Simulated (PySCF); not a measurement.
Correlation energy of Ag⁺ (silver, charge +1)

[Kr] 4d9 5s1, high-spin 3D determinant (an excited configuration). All numbers are calculated (PySCF 2.14, a scalar-relativistic core potential, in def2-QZVPPD with the def2 core potential (28 electrons) (7s5p4d4f2g, 88 functions)). Frozen: 4s2 4p6; 10 electrons correlated.

| level | correlation energy (mhartree) |
| --- | --- |
| CCSD | -325.60 |
| (T) | -11.38 |
| CCSD(T) | -336.98 |

Diagnostics: T1 = 0.0097, D1 = 0.0417, largest double amplitude 0.020.

Cost of the coupled-cluster step: of the order of 50 core-seconds, for 10 correlated electrons.

Iterations:

```
CC2 = 0
CCSD nocc = (np.int64(6), np.int64(4)), nmo = (84, 84)
frozen orbitals [[0, 1, 2, 3], [0, 1, 2, 3]]
max_cycle = 100
direct = 0
conv_tol = 1e-08
conv_tol_normt = 1e-06
diis_space = 8
diis_start_cycle = 0
Init t2, MP2 energy = -0.343932523696483
Init E_corr(UCCSD) = -0.343932523697028
cycle = 1  E_corr(UCCSD) = -0.32157908187514  dE = 0.0223534418  norm(t1,t2) = 0.0409721
cycle = 2  E_corr(UCCSD) = -0.325407164793271  dE = -0.00382808292  norm(t1,t2) = 0.009612
cycle = 3  E_corr(UCCSD) = -0.325368770241426  dE = 3.83945518e-05  norm(t1,t2) = 0.00420324
cycle = 4  E_corr(UCCSD) = -0.325593057134548  dE = -0.000224286893  norm(t1,t2) = 0.00088002
cycle = 5  E_corr(UCCSD) = -0.325600975877066  dE = -7.91874252e-06  norm(t1,t2) = 0.000271001
cycle = 6  E_corr(UCCSD) = -0.325592097849982  dE = 8.87802708e-06  norm(t1,t2) = 0.000116799
cycle = 7  E_corr(UCCSD) = -0.325595882137396  dE = -3.78428741e-06  norm(t1,t2) = 3.86506e-05
cycle = 8  E_corr(UCCSD) = -0.325595498330192  dE = 3.83807204e-07  norm(t1,t2) = 1.3226e-05
cycle = 9  E_corr(UCCSD) = -0.325595230394182  dE = 2.6793601e-07  norm(t1,t2) = 3.22552e-06
cycle = 10  E_corr(UCCSD) = -0.325595279661063  dE = -4.92668802e-08  norm(t1,t2) = 1.00348e-06
cycle = 11  E_corr(UCCSD) = -0.325595280902236  dE = -1.24117328e-09  norm(t1,t2) = 3.95314e-07
UCCSD converged
E(UCCSD) = -146.0496247480883  E_corr = -0.3255952809022358
UCCSD(T) correction = -0.0113778197781165
```
